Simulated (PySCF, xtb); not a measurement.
Be(I)(SH) (BeHIS), SMILES [SH][Be][I]. The values are those of a single conformer.

Harmonic wavenumbers (cm⁻¹) from GFN2-xTB in xtb at its own minimum, in rising order: 136, 170, 283, 468, 961, 2498.

### Question
What does B3LYP-D3(BJ)/def2-TZVP run with PySCF 2.14.0 give at its own minimum? (The exact figures need the calculation; the answer reports its results.)

### Answer
177, 204, 265, 635, 958, 2655. Paired by order, the mean absolute difference is 70 cm⁻¹ and the zero-point energies are 6.5 and 7.0 kcal/mol.
